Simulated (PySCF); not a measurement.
# One molecule, several mistakes: AlB2GeH7

These are calculations, not measurements. They come from PySCF 2.14.0, an open-source quantum chemistry program, on an isolated molecule that a program drew, which may never have been made. The molecule is AlB2GeH7 (charge 0, singlet), drawn as the SMILES string `[BH2][AlH][BH][GeH3]`.

Each row is a Hartree-Fock (HF) and frozen-core CCSD(T) single point in the cc-pV(D+d)Z basis, meant for a local HF minimum. Run 1 is clean. Each other run has one planted mistake out of seven kinds, and not every kind appears here: one electron removed, one electron added, multiplicity raised by two, geometry at a saddle point, minimal basis STO-3G, one bond length entered in bohr, all coordinates scaled. The reference is restricted for singlets and unrestricted otherwise, and also for a bond in bohr. Adding or removing an electron swaps singlet and doublet. Electrons count all cores. HOMO and LUMO are orbital energies over both spins, the gradient is its largest component, and the lowest frequency (negative if imaginary) is given only where the gradient is small. Bond lengths are over the 10 bonds as drawn. T1 is the CCSD diagnostic: over 0.02 (restricted) or 0.045 (unrestricted) a single reference is doubtful. Germanium has the cc-pVDZ-PP basis, with a core potential (ECP10MDF) in place of its 10 inner electrons, and its 3s, 3p and 3d shells are frozen in CCSD(T).

Geometry of the clean run:
```xyz
11
AlB2GeH7, angstrom
B    -0.8886   -1.1069    0.1800
Al    0.6361    0.3958   -0.0485
B     0.8361    2.0945    1.2501
Ge    1.9792    2.1828    3.0048
H    -0.7456   -2.0791    0.8775
H    -1.9523   -1.0419   -0.3826
H     1.7001    0.2436   -1.2254
H     0.2663    3.1302    1.0152
H     2.9801    3.3480    2.9441
H     2.7822    0.9033    3.2961
H     1.0530    2.4213    4.2104
```

```
run,electrons,basis functions,<S^2>,HOMO (eV),LUMO (eV),gradient (hartree/bohr),lowest frequency (cm^-1),mean bond (Å),longest bond (Å),T1,HF (hartree),CCSD(T) (hartree),mistake
1,62,109,0.000,-9.42,0.76,1.4e-05,41,1.6220,2.153,0.0141,-588.64583,-589.05019,no fault
2,61,109,0.814,-14.88,-6.98,4.4e-02,-,1.6220,2.153,0.0237,-588.34500,-588.72744,one electron removed
3,62,109,2.044,-7.62,-0.89,2.7e-02,-,1.6220,2.153,0.0226,-588.57350,-588.96977,multiplicity raised by two
4,62,109,0.000,-9.50,0.82,4.3e-02,-,1.5117,2.007,0.0149,-588.60287,-589.00591,?
5,62,109,0.883,-7.79,0.26,6.4e-03,-,1.7638,3.012,0.0408,-588.55599,-588.95040,?
```

**Which mistake was planted in run 4, and what did it cost?**

The mean and the longest bond both change by the same factor, 0.932, and the gradient is no longer small. So the mistake is: all coordinates scaled. Subtracting run 1 and multiplying by 627.51 kcal/mol a hartree, the energy moved by 27.0 kcal/mol in HF and 27.8 kcal/mol in CCSD(T).

**Which mistake was planted in run 5, and what did it cost?**

The mean bond changes by a factor of 1.087 and the longest by 1.399, so the molecule wasn't scaled as a whole. A length L in bohr read as angstrom grows by (1/0.5292 - 1) L = 0.890 L. The 10 bonds together grew by 10 x 0.1418 = 1.418 Å, which gives L = 1.594 Å. That is bond Al2-H7, 1.594 Å in the clean geometry. So the mistake is: one bond length entered in bohr. Subtracting run 1 and multiplying by 627.51 kcal/mol a hartree, the energy moved by 56.4 kcal/mol in HF and 62.6 kcal/mol in CCSD(T).

